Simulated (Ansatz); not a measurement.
BH3O2 (SMILES OBO) moved off its minimum; all values from Ansatz (a quantum-chemistry and plane-wave program), cores frozen in correlated methods.
(charge 0, multiplicity 1)
```xyz
6

B     -0.2012    -0.2632    -0.2712
H     -1.1082    -0.9619    -0.8428
O     -0.2421     1.1085    -0.6191
H      0.2502     1.5049    -0.1862
O      0.5076    -0.7026     0.6196
H      0.4588    -1.7122     0.9279
```

### Question
Give the forces (eV/Å), the total energy and the dipole at CCSD(T)/cc-pVTZ.

### Answer

```json
[
 {"atom": "B1", "Fx": "-7.360", "Fy": "3.042", "Fz": "-7.158"},
 {"atom": "H2", "Fx": "1.222", "Fy": "0.745", "Fz": "0.416"},
 {"atom": "O3", "Fx": "-12.942", "Fy": "-12.507", "Fz": "-11.249"},
 {"atom": "H4", "Fx": "13.542", "Fy": "11.292", "Fz": "11.748"},
 {"atom": "O5", "Fx": "5.561", "Fy": "-6.319", "Fz": "7.672"},
 {"atom": "H6", "Fx": "-0.023", "Fy": "3.747", "Fz": "-1.428"}
]
```
Energy -176.8604 hartree, dipole 2.81 D.
